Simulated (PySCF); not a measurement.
C₄H₅Br. Atoms are numbered in the order given.

```xyz
10

C     -0.3692    -3.6755     0.0000
C      0.3801    -2.5607     0.0000
C     -0.1678    -1.2122     0.0000
C      0.6021    -0.1132     0.0000
Br    -0.0915     1.6447     0.0000
H     -1.4625    -3.6261     0.0000
H      0.0853    -4.6687     0.0000
H      1.4731    -2.6464     0.0000
H     -1.2579    -1.1086     0.0000
H      1.6938    -0.1452     0.0000
```

The structure is a stationary point at B3LYP-D3(BJ)/def2-SVP. The values are those of a single conformer.

Level of theory: PBE0/pcSseg-1 (PySCF).

GIAO shieldings, no solvent; atoms alike by connectivity are averaged. δ = σ(ref) − σ: ¹³C against TMS (σ = 186.3 ppm); ¹H against TMS (σ = 31.56 ppm), references at their B3LYP-D3(BJ)/def2-TZVP geometries, non-relativistic (without spin–orbit terms, shifts of atoms bonded to Cl or Br come out too high).

| nucleus | atoms | count | δ (ppm) |
|---|---|---|---|
| ¹³C | C3 | 1 | 149.4 |
| ¹³C | C2 | 1 | 144.1 |
| ¹³C | C4 | 1 | 137.3 |
| ¹³C | C1 | 1 | 128.4 |
| ¹H | H9 | 1 | 6.99 |
| ¹H | H8 | 1 | 6.65 |
| ¹H | H10 | 1 | 6.58 |
| ¹H | H6, H7 | 2 | 5.77 |
